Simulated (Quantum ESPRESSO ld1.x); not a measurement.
The numbers below are computed, except where a source is named.
All-electron atom: Zn+ in [Ar] 3d10 4s1. Code: ld1.x of Quantum ESPRESSO 7.5. Model: scalar-relativistic Kohn-Sham, PBEsol, spin-unpolarised, spherical densities, point nucleus.

Unscreened Slater integrals over Kohn-Sham orbitals (eV).

integral     value
F0(4s,4s)   10.285
F0(4s,3d)   13.071
G2(4s,3d)   1.5159
F0(4s,3p)   13.353
G1(4s,3p)  0.72218
F0(4s,3s)   13.396
G0(4s,3s)  0.51916
F0(3d,3d)   28.557
F2(3d,3d)   12.902
F4(3d,3d)   7.9703
F0(3d,3p)   31.158
F2(3d,3p)   14.476
G1(3d,3p)   17.873
G3(3d,3p)   10.792
F0(3d,3s)   31.761
G2(3d,3s)   13.496
F0(3p,3p)   34.478
F2(3p,3p)   17.169
F0(3p,3s)   35.188
G1(3p,3s)   23.243
F0(3s,3s)   35.964
